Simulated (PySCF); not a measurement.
HBN, charge +2, doublet, geometry from GFN2-xTB of the parent state (a state made from the parent by changing its charge; the spin is typed, not shown lowest); BLYP/6-31G (PySCF).

Input for PySCF:
```python
from pyscf import gto, scf, dft

mol = gto.Mole()
mol.atom = '''
    B    -0.00000000   -0.00000000   -0.57858715
    N     0.00000000    0.00000000    0.65947657
    H    -0.00000000   -0.00000000   -1.72340024
'''
mol.basis = '6-31g'
mol.charge = 2
mol.spin = 1
mol.verbose = 4
mol.build()

mf = dft.ROKS(mol)
mf.xc = 'blyp'
mf.kernel()
```

**Question.** Write the output that PySCF gives for this input, abridged.

**Answer.** 
```
PySCF version 2.14.0

[INPUT] verbose = 4
[INPUT] num. atoms = 3
[INPUT] num. electrons = 11
[INPUT] charge = 2
[INPUT] spin (= nelec alpha-beta = 2S) = 1
[INPUT] symmetry False subgroup None
[INPUT] Mole.unit = angstrom
[INPUT] Symbol           X                Y                Z      unit          X                Y                Z       unit  Magmom
[INPUT]  1 B      0.000000000000   0.000000000000  -0.578587150000 AA    0.000000000000   0.000000000000  -1.093371252693 Bohr   0.0
[INPUT]  2 N      0.000000000000   0.000000000000   0.659476570000 AA    0.000000000000   0.000000000000   1.246230102868 Bohr   0.0
[INPUT]  3 H      0.000000000000   0.000000000000  -1.723400240000 AA    0.000000000000   0.000000000000  -3.256754456610 Bohr   0.0

nuclear repulsion = 18.8255328587034
number of shells = 12
number of NR pGTOs = 48
number of NR cGTOs = 20
basis = 6-31g
ecp = {}

******** <class 'pyscf.dft.roks.ROKS'> ********
method = ROKS
initial guess = minao
damping factor = 0
level_shift factor = 0
DIIS = <class 'pyscf.scf.diis.CDIIS'>
diis_start_cycle = 1
diis_space = 8
diis_damp = 0
SCF conv_tol = 1e-09
SCF conv_tol_grad = None
SCF max_cycles = 50
direct_scf = True
direct_scf_tol = 1e-13
num. doubly occ = 5  num. singly occ = 1
XC library pyscf.dft.libxc version 7.1.2
    S. Lehtola, C. Steigemann, M. J. T. Oliveira, and M. A. L. Marques,  SoftwareX 7, 1–5 (2018)
XC functionals = blyp
    A. D. Becke,  Phys. Rev. A 38, 3098 (1988)
    C. Lee, W. Yang, and R. G. Parr,  Phys. Rev. B 37, 785 (1988)
    B. Miehlich, A. Savin, H. Stoll, and H. Preuss,  Chem. Phys. Lett. 157, 200 (1989)
radial grids:
    Treutler-Ahlrichs [JCP 102, 346 (1995); DOI:10.1063/1.469408] (M4) radial grids

becke partition: Becke, JCP 88, 2547 (1988); DOI:10.1063/1.454033
pruning grids: <function nwchem_prune>
grids dens level: 3
symmetrized grids: False
atomic radii adjust function: <function treutler_atomic_radii_adjust>
small_rho_cutoff = 0
Set gradient conv threshold to 3.16228e-05
tot grids = 37760
init E= -80.1364713091682

WARN: HOMO -0.328803099451539 >= LUMO -0.328803099451541

cycle= 1 E= -78.5740868691807  delta_E= 1.56  |g|= 0.539  |ddm|= 1.38
  HOMO = -1.27333445250508  LUMO = -1.0553437073879  gap/eV = 5.93183
cycle= 2 E= -77.231081274253  delta_E= 1.34  |g|= 1.72  |ddm|= 1.36

WARN: HOMO -0.764446592150598 >= LUMO -1.09412286749806

cycle= 3 E= -77.8226133224437  delta_E= -0.592  |g|= 1.02  |ddm|= 1.94
  HOMO = -1.09837607418242  LUMO = -1.08243563587453  gap/eV = 0.43376
cycle= 4 E= -77.8927906014139  delta_E= -0.0702  |g|= 1.25  |ddm|= 1.99

WARN: HOMO -1.08861166195088 >= LUMO -1.09484356196516

cycle= 5 E= -78.5514109510317  delta_E= -0.659  |g|= 0.495  |ddm|= 0.862

WARN: HOMO -1.0575281850265 >= LUMO -1.06612022740891

cycle= 6 E= -78.425418155177  delta_E= 0.126  |g|= 0.618  |ddm|= 1.68

WARN: HOMO -1.04671819738558 >= LUMO -1.06489724217253

cycle= 7 E= -78.6612357803953  delta_E= -0.236  |g|= 0.238  |ddm|= 1.58

WARN: HOMO -1.05422542892183 >= LUMO -1.05995602385808

cycle= 8 E= -78.5584137393888  delta_E= 0.103  |g|= 0.405  |ddm|= 1.56
  HOMO = -1.06409655463604  LUMO = -1.05048268335866  gap/eV = 0.37045
cycle= 9 E= -78.6429813976175  delta_E= -0.0846  |g|= 0.256  |ddm|=  1.1
  HOMO = -1.06237011335719  LUMO = -1.04849852892608  gap/eV = 0.37747
cycle= 10 E= -78.6435040607441  delta_E= -0.000523  |g|= 0.254  |ddm|= 0.0124
  HOMO = -1.06457667204105  LUMO = -1.04955200833863  gap/eV = 0.40884
cycle= 11 E= -78.6480956946261  delta_E= -0.00459  |g|= 0.236  |ddm|= 0.031
  HOMO = -1.06424091054645  LUMO = -1.05495626354384  gap/eV = 0.25265
cycle= 12 E= -78.6746857612412  delta_E= -0.0266  |g|= 0.149  |ddm|=  1.4
  HOMO = -1.06722539873179  LUMO = -1.05357621512902  gap/eV = 0.37141
cycle= 13 E= -78.6760229586177  delta_E= -0.00134  |g|= 0.139  |ddm|= 0.0262

WARN: HOMO -1.05492480540115 >= LUMO -1.0747334116792

cycle= 14 E= -78.5126250995171  delta_E= 0.163  |g|= 0.371  |ddm|= 1.54

WARN: HOMO -1.06715755652148 >= LUMO -1.08389585962885

cycle= 15 E= -78.6799141862597  delta_E= -0.167  |g|= 0.104  |ddm|= 1.53

WARN: HOMO -1.06176114581249 >= LUMO -1.08843441301357

cycle= 16 E= -78.6810194173754  delta_E= -0.00111  |g|= 0.0952  |ddm|= 0.0247

WARN: HOMO -1.06227658444018 >= LUMO -1.07577543837783

cycle= 17 E= -78.4287533313955  delta_E= 0.252  |g|= 0.756  |ddm|=  1.3

WARN: HOMO -1.05950904624677 >= LUMO -1.0719206621981

cycle= 18 E= -78.677946239551  delta_E= -0.249  |g|= 0.118  |ddm|=  1.3
  HOMO = -1.06780568091717  LUMO = -1.06419464815077  gap/eV = 0.09826
cycle= 19 E= -77.8015176969625  delta_E= 0.876  |g|= 1.23  |ddm|= 1.17

WARN: HOMO -1.03869657598963 >= LUMO -1.07509338673212

cycle= 20 E= -78.5172891283954  delta_E= -0.716  |g|= 0.482  |ddm|= 0.831

WARN: HOMO -1.06264983846469 >= LUMO -1.07639302410932

cycle= 21 E= -78.5876591738543  delta_E= -0.0704  |g|= 0.372  |ddm|= 0.267

WARN: HOMO -1.05947853002227 >= LUMO -1.07623514521255

cycle= 22 E= -78.5507563477254  delta_E= 0.0369  |g|= 0.433  |ddm|= 0.156

WARN: HOMO -1.05546132318713 >= LUMO -1.08272155216477

cycle= 23 E= -78.534836551462  delta_E= 0.0159  |g|= 0.473  |ddm|= 0.684

WARN: HOMO -1.0527244650345 >= LUMO -1.08584699633727

cycle= 24 E= -78.504390408253  delta_E= 0.0304  |g|= 0.543  |ddm|= 1.09

WARN: HOMO -1.06371681184763 >= LUMO -1.07890516909381

cycle= 25 E= -78.5491111051035  delta_E= -0.0447  |g|= 0.454  |ddm|= 0.129

WARN: HOMO -1.06517214491295 >= LUMO -1.08385329682889

cycle= 26 E= -78.5808339519006  delta_E= -0.0317  |g|= 0.391  |ddm|= 1.21
  HOMO = -1.00084244294816  LUMO = -0.994785548646297  gap/eV = 0.16482
cycle= 27 E= -78.2245902968496  delta_E= 0.356  |g|= 0.954  |ddm|= 1.57
  HOMO = -0.989404199468234  LUMO = -0.974321911744662  gap/eV = 0.41041
cycle= 28 E= -78.4854029372633  delta_E= -0.261  |g|= 0.668  |ddm|= 1.16
  HOMO = -1.04287037789707  LUMO = -1.01780581155054  gap/eV = 0.68204
cycle= 29 E= -78.6160023413681  delta_E= -0.131  |g|= 0.341  |ddm|= 1.23
  HOMO = -1.06888953484455  LUMO = -1.03346195498796  gap/eV = 0.96403
cycle= 30 E= -78.6717824567979  delta_E= -0.0558  |g|= 0.165  |ddm|= 1.39
  HOMO = -1.07280536942167  LUMO = -1.03790191481463  gap/eV = 0.94977
cycle= 31 E= -78.6738389944568  delta_E= -0.00206  |g|= 0.152  |ddm|= 0.0173

WARN: HOMO -1.06853505607882 >= LUMO -1.0711626443852

cycle= 32 E= -77.9093986290779  delta_E= 0.764  |g|=  1.2  |ddm|= 1.18

WARN: HOMO -0.708169636056853 >= LUMO -1.06909076201185

cycle= 33 E= -78.1786108522965  delta_E= -0.269  |g|= 0.41  |ddm|= 1.66

WARN: HOMO -1.05951921687239 >= LUMO -1.07334502375471

cycle= 34 E= -78.434398568753  delta_E= -0.256  |g|= 0.745  |ddm|= 1.75

WARN: HOMO -1.06074830637001 >= LUMO -1.08831640650676

cycle= 35 E= -78.5157904530894  delta_E= -0.0814  |g|= 0.53  |ddm|= 1.01
  HOMO = -1.07524745082519  LUMO = -1.06003660092516  gap/eV = 0.41391
cycle= 36 E= -78.47454948308  delta_E= 0.0412  |g|=  0.6  |ddm|=  1.3

WARN: HOMO -1.0552964670082 >= LUMO -1.06800622445993

cycle= 37 E= -78.6669493740306  delta_E= -0.192  |g|= 0.19  |ddm|= 1.22
  HOMO = -1.09286900958099  LUMO = -1.05302074875812  gap/eV = 1.08433
cycle= 38 E= -77.7764090138755  delta_E= 0.891  |g|= 1.25  |ddm|= 1.19

WARN: HOMO -1.07097784834393 >= LUMO -1.07175854120989

cycle= 39 E= -78.5989230521965  delta_E= -0.823  |g|= 0.356  |ddm|= 0.894
  HOMO = -1.07822887326669  LUMO = -1.0740385757037  gap/eV = 0.11402
cycle= 40 E= -78.5623602384281  delta_E= 0.0366  |g|= 0.425  |ddm|= 1.28

WARN: HOMO -1.07123788446648 >= LUMO -1.07640839772746

cycle= 41 E= -78.6689357551524  delta_E= -0.107  |g|= 0.181  |ddm|= 1.23

WARN: HOMO -1.05415590620261 >= LUMO -1.0659423538162

cycle= 42 E= -78.5413164332423  delta_E= 0.128  |g|= 0.434  |ddm|= 1.57
  HOMO = -1.06547935676551  LUMO = -1.05389447345757  gap/eV = 0.31524
cycle= 43 E= -78.6431165478267  delta_E= -0.102  |g|= 0.259  |ddm|= 1.11
  HOMO = -1.06248745509357  LUMO = -1.06040520651929  gap/eV = 0.05666
cycle= 44 E= -78.6705528344072  delta_E= -0.0274  |g|= 0.173  |ddm|= 1.34
  HOMO = -1.067335989398  LUMO = -1.0517242027001  gap/eV = 0.42482
cycle= 45 E= -78.669444946083  delta_E= 0.00111  |g|= 0.178  |ddm|=  0.3
  HOMO = -1.06586927152452  LUMO = -1.04376800661591  gap/eV = 0.60141
cycle= 46 E= -78.6693020903766  delta_E= 0.000143  |g|= 0.177  |ddm|= 0.0978
  HOMO = -1.07146961795209  LUMO = -1.02843881199215  gap/eV = 1.17093
cycle= 47 E= -78.6678005040548  delta_E= 0.0015  |g|= 0.187  |ddm|= 0.0867
  HOMO = -1.06628519693471  LUMO = -1.04059795246545  gap/eV = 0.69899
cycle= 48 E= -78.6711999537789  delta_E= -0.0034  |g|= 0.167  |ddm|= 0.0692
  HOMO = -1.10615355599766  LUMO = -1.04248917039847  gap/eV = 1.73240
cycle= 49 E= -77.7637315013047  delta_E= 0.907  |g|= 1.29  |ddm|= 1.47

WARN: HOMO -1.06486934687859 >= LUMO -1.08482454846961

cycle= 50 E= -78.52335478102  delta_E= -0.76  |g|= 0.52  |ddm|= 1.17
SCF not converged.
SCF energy = -78.52335478102
```

The run did not converge; its last values are not results.
